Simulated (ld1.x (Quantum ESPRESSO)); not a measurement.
Reading a pseudo-wave (rhodium (Rh))

Columns: radius, all-electron u(r) and pseudo u(r) of the 5p shell (level -6.30 eV) of rhodium in the configuration [Kr] 4d8 5s0 5p0; PW91, scalar-relativistic, TM semilocal scheme, ld1.x (Quantum ESPRESSO) 7.5.

| r (bohr) | all-electron | pseudo |
| --- | --- | --- |
| 0.130 | 0.0286 | -0.0021 |
| 0.260 | -0.1354 | -0.0083 |
| 0.390 | -0.0768 | -0.0184 |
| 0.520 | 0.0655 | -0.0321 |
| 0.650 | 0.1772 | -0.0489 |
| 0.780 | 0.2265 | -0.0683 |
| 0.910 | 0.2196 | -0.0899 |
| 1.040 | 0.1735 | -0.1134 |
| 1.170 | 0.1048 | -0.1388 |
| 1.300 | 0.0258 | -0.1662 |
| 1.430 | -0.0552 | -0.1959 |
| 1.560 | -0.1334 | -0.2284 |
| 1.690 | -0.2060 | -0.2640 |
| 1.820 | -0.2715 | -0.3026 |
| 1.950 | -0.3295 | -0.3432 |
| 2.080 | -0.3797 | -0.3843 |
| 2.210 | -0.4225 | -0.4234 |
| 2.340 | -0.4581 | -0.4582 |
| 2.470 | -0.4873 | -0.4873 |
| 2.600 | -0.5104 | -0.5104 |
| 2.730 | -0.5281 | -0.5281 |
| 2.860 | -0.5409 | -0.5409 |
| 2.990 | -0.5494 | -0.5494 |
| 3.120 | -0.5540 | -0.5540 |
| 3.250 | -0.5555 | -0.5555 |
| 3.380 | -0.5541 | -0.5541 |

(1) How many radial nodes do the two functions have?

(2) At about which radius was the pseudo-wave matched?

(3) Is the pseudo-wave norm-conserving?

Results:

(1) The all-electron 5p function has n − l − 1 = 3; the pseudo-wave has 0, since the states of the same l below it are removed with the core.

(2) 2.50 bohr. The columns agree to 0.0005 from 2.34 bohr on; several derivatives are matched, so the curves merge somewhat inside the radius.

(3) Yes: the TM semilocal scheme keeps the norm inside the radius equal to the all-electron one, which fixes the energy derivative of the logarithmic derivative at the level.
